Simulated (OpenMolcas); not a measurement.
Tb3+ with 8 ligands (chloride) in cubic eightfold coordination (Oh) at 2.8 Å. A charge of +0.625 e stands 3.2 Å behind each ligand. Ligand basis ANO-RCC-VDZP.
```
Tb    0.0000    0.0000    0.0000
Cl    1.6166    1.6166    1.6166
Cl    1.6166    1.6166   -1.6166
Cl    1.6166   -1.6166    1.6166
Cl    1.6166   -1.6166   -1.6166
Cl   -1.6166    1.6166    1.6166
Cl   -1.6166    1.6166   -1.6166
Cl   -1.6166   -1.6166    1.6166
Cl   -1.6166   -1.6166   -1.6166
```

* Program: OpenMolcas
* Method: CASSCF
* Basis: ANO-RCC-VDZP [7s6p4d2f1g]
* Scalar Hamiltonian: DKH2, point nucleus
* Active space: 8 electrons in 7 orbitals (4f)
* State averaging: 2S+1 = 7 even, 7 roots; 2S+1 = 5 even, 62 roots kept (CI in the orbitals of an earlier block); 2S+1 = 3 even, 3 roots kept (CI in the orbitals of an earlier block, 0 in the spin-orbit step)
* Spin-orbit coupling: RASSI with atomic mean-field integrals over the reference wave functions

**Question.** What is the spin-free ground state (labels of O, the rotations of Oh)?

**Answer.** 7T2, 3-fold in its orbital part; it has the highest spin that f8 allows.

**Question.** Where is the first state of the same spin?

**Answer.** 7T1 at 27.3 cm-1 above the ground state.

**Question.** What are the lowest two levels with spin-orbit coupling?

**Answer.** A 1-fold level A2, then a 3-fold level T2 3.4 cm-1 above it. Their leading multiplicities are 7 (97 %) and 7 (97 %).

**Question.** What is χT at 300 K, and how does it compare with the textbook value?

**Answer.** Hund's rules give f8 the level 7F6 with g = 1.500, so an isolated free-ion multiplet has χT = g² J(J+1) / 8 = 11.812 cm3 K/mol. The computed 11.741 at 300 K differs by -1 %, through the field's splitting, the mixing of terms and any other multiplet in reach.

High states are left out of the spin-orbit mixing, which shifts the levels that they would mix with. Without dynamic correlation the ligand-field splitting of an f shell can come out too small, at times by half. A group larger than the point group allows holds several states that coincide in this model. The first state left out of the spin-orbit step lies near 46000 cm-1 above the lowest spin-free state of the reference (among the parities and spins computed), and the lists stop at four fifths of that energy or lower. No measured value stands beside these numbers; the geometry is a model, was not optimised and need not be the one that this ion takes.
